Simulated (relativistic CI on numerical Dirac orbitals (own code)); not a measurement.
Hyperfine structure of Ca XX, mass number 41

Method of calculation: Dirac equation for one electron, model QED (radiative potential, 1s self-energy scaled to tabulated hydrogen-like ionisation energies) (own radial code, finite nucleus).

CI space: 1s, 2s, 2p, 3s, 3p, 3d, 4s, 4p, 4d, 4f, 5s, 5p, 5d, 5f, 5g, 6s, 6p, 6d. Levels of other configurations are missing.

Nuclear spin I = 7/2, μ = -1.59443 μN, Q = -0.0665 b (tables of Stone and Pyykkö). The electronic factors are computed for point nuclear moments, without core polarisation or the Bohr-Weisskopf and QED corrections.

```json
{"Level": "1s 2S_1/2", "E (Ry)": "0.000", "A (GHz)": "-954.9", "B (GHz)": ""}
{"Level": "2p 2P°_1/2", "E (Ry)": "301.356", "A (GHz)": "-40.3", "B (GHz)": ""}
{"Level": "2s 2S_1/2", "E (Ry)": "301.373", "A (GHz)": "-121.1", "B (GHz)": ""}
{"Level": "2p 2P°_3/2", "E (Ry)": "301.897", "A (GHz)": "-7.775", "B (GHz)": "-2.11"}
{"Level": "3p 2P°_1/2", "E (Ry)": "357.345", "A (GHz)": "-11.97", "B (GHz)": ""}
{"Level": "3s 2S_1/2", "E (Ry)": "357.350", "A (GHz)": "-35.89", "B (GHz)": ""}
{"Level": "3d 2D_3/2", "E (Ry)": "357.505", "A (GHz)": "-1.386", "B (GHz)": "-0.126"}
{"Level": "3p 2P°_3/2", "E (Ry)": "357.505", "A (GHz)": "-2.311", "B (GHz)": "-0.627"}
```

Levels with J = 0, under 50 % of one LS term, or S terms without an open s electron are left out. Small factors come from cancelling terms and can be off by tens of per cent or more.

Question: Give the hyperfine levels of 1s 2S_1/2 relative to its centre of gravity.

Answer: With K = F(F + 1) − I(I + 1) − J(J + 1), E = AK/2: F = 3: 2148, F = 4: -1671 GHz.
